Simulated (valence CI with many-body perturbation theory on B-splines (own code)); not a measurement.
Questions on Ru XIII

Calculated by configuration interaction combined with many-body perturbation theory (CI+MBPT): four valence electrons over a frozen Dirac-Fock core [Ar] 3d10, radial functions for each j: 11 s, 11 p, 9 d, 7 f, 5 g, 2 h, 1 i, with the one-electron correlation potential Σ1, the two-electron term Σ2, the three-electron term Σ3, Breit, model QED; selected CI, second order for the rest, scaled by the run's own slope (own B-spline code, finite nucleus).

No measured spectrum was set against this ion. As an estimate, levels hold to about 250 cm⁻¹ or 0.2 % of their energy and the worst to 1 %, as in measured heavy ions of charge 2 to 7; those with d or f electrons hold less well.

Names give the largest LS component (configuration and term), which can be under half, so a name can repeat, a term be missing and a line seem to break the LS rules; names also repeat where a configuration has a term twice.

Rates and lifetimes use the calculated energies. Strong lines usually hold to 10 to 20 %, long lifetimes can be off by a factor of two.

Task: What is the ground level?

Result: 4s2.4p2 3P_0, composition 86 % 4s2.4p2 3P + 12 % 4s2.4p2 1S.

Task: Where does the other parity begin?

Result: At 4s.4p3 5S°_2, 241820 cm⁻¹.

Task: What are the static dipole polarisabilities of the lowest levels?

Result: 4s2.4p2 3P_0 0.721; 4s2.4p2 3P_1 0.742 (tensor 0.026); 4s2.4p2 3P_2 0.741 (tensor 0.0055); 4s2.4p2 1D_2 0.756 (tensor 0.049) bohr³, of which the core gives 0.0419.

Task: How is the term 3P of the ground level split?

Result: J = 0 at 0, J = 1 at 25998, J = 2 at 37392 cm⁻¹.

Task: Among levels below 820590 cm⁻¹, which E1 lines absorb most strongly from the ground level?

Result: to 4s2.4p.4d 3D°_1 at 20.14 nm, f = 2.00; to 4s.4p3 3D°_1 at 33.83 nm, f = 0.258; to 4s.4p3 3S°_1 at 25.58 nm, f = 0.246.
